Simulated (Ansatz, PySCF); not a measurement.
Stretching the Ge1–H2 bond in GeH4 (SMILES [GeH4]) (multiplicity 1 held, fragments rigid). Energies count from the point at 1.536 Å.
Geometry at that point (charge 0, multiplicity 1):
```xyz
5

Ge     0.00000     0.00000     0.00000
H     -0.61591    -0.88212    -1.09605
H      0.57332    -0.89073     1.11207
H     -1.08236     0.91831     0.58651
H      1.12495     0.85454    -0.60253
```

Restricted levels (R-, RO-) in cc, def2 and unpolarised 6-31G sets keep to the state of the molecule at rest. Unrestricted levels (U-) break spin symmetry where that is lower. Active spaces are followed from a long bond inwards. Levels need not reach the same state.

Cores are frozen in the correlated methods. Filled d and f shells under p-block atoms count as core. Rows in LANL2DZ carry no dispersion term and start afresh at each structure. LANL2DZ brings its own core potentials from Na on.

Programs: Ansatz (Gaussian orbitals); PySCF for LANL2DZ rows. 

```json
[
 {"level": "U-HF/LANL2DZ", "energy at R = 4.915 Å (kcal/mol)": "66.94"},
 {"level": "R-HF/cc-pVTZ", "energy at R = 4.915 Å (kcal/mol)": "165.35"},
 {"level": "R-PBE/cc-pVTZ", "energy at R = 4.915 Å (kcal/mol)": "113.70"},
 {"level": "U-r2SCAN/cc-pVTZ", "energy at R = 4.915 Å (kcal/mol)": "86.78"},
 {"level": "R-B3LYP/LANL2DZ", "energy at R = 4.915 Å (kcal/mol)": "129.05"},
 {"level": "U-wB97X-V/cc-pVTZ", "energy at R = 4.915 Å (kcal/mol)": "…"},
 {"level": "R-MP2/cc-pVTZ", "energy at R = 4.915 Å (kcal/mol)": "…"},
 {"level": "R-SCS-MP2/cc-pVTZ", "energy at R = 4.915 Å (kcal/mol)": "112.45"},
 {"level": "FIC-MRCISD+Q on CASSCF(2,2)/cc-pVTZ", "energy at R = 4.915 Å (kcal/mol)": "88.29"}
]
```

### Question
Fill in the missing entries.

### Answer

- U-wB97X-V/cc-pVTZ, energy at R = 4.915 Å (kcal/mol): 90.59
- R-MP2/cc-pVTZ, energy at R = 4.915 Å (kcal/mol): 120.88

Doubts at one or more of the structures used: a spin-contaminated determinant (U-HF/LANL2DZ, U-r2SCAN/cc-pVTZ, U-wB97X-V/cc-pVTZ); a restricted determinant that unrestricted orbitals would lower (R-HF/cc-pVTZ, R-PBE/cc-pVTZ, R-MP2/cc-pVTZ, R-SCS-MP2/cc-pVTZ).

Ansatz is a program for electronic structure.
